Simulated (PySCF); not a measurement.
# Ionisation energy of B²⁺ by level of theory

B²⁺ [He] 2s1 (2S) → B³⁺ 1s2 (1S), as a difference of total energies. All numbers are calculated (PySCF 2.14, the non-relativistic Hamiltonian (point nucleus), in cc-pVTZ (4s3p2d1f, 30 functions)). The calculations carry no spin-orbit coupling.

```
method  ionisation energy (eV)
   UHF                  37.815
 B3LYP                  38.475
M06-2X                  38.183
```

Problem. Which method comes closest to the reference value, and which is furthest?

Solution. The reference is 37.931 eV (measured; NIST Atomic Spectra Database, ionization energies). Closest: UHF (error -0.116 eV); furthest: B3LYP (error 0.544 eV).
